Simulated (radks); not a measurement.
The numbers below are computed, except where a source is named.
The nuclear charge of neutral scandium is varied continuously with 21 electrons held in [Ar] 3d1 4s2. Code: a radial shooting solver on a logarithmic mesh with Libxc functionals. Model: non-relativistic Kohn-Sham, r2SCAN, spin-unpolarised, spherical densities, point nucleus; meta-GGA in the generalised Kohn-Sham scheme. By the Hellmann-Feynman theorem dE/dZ = E(electron-nucleus)/Z, the electronic potential at the nucleus.

Z,E (hartree),E(electron-nucleus)/Z (hartree),HOMO,e(HOMO) (eV),<r> HOMO (bohr)
20.8,-743.51127,-84.6643,3d,-1.277,2.074
21,-760.54948,-85.7170,3d,-3.140,1.857
21.2,-777.79777,-86.7653,3d,-5.267,1.705
21.4,-795.25538,-87.8104,4s,-7.041,3.436
21.6,-812.92176,-88.8531,4s,-8.589,3.292
21.8,-830.79648,-89.8939,4s,-10.236,3.164
22,-848.87921,-90.9332,4s,-11.978,3.047

The central difference of E at Z = 21 is -85.716 hartree, to compare with the third column; the second derivative is -5.25 hartree.
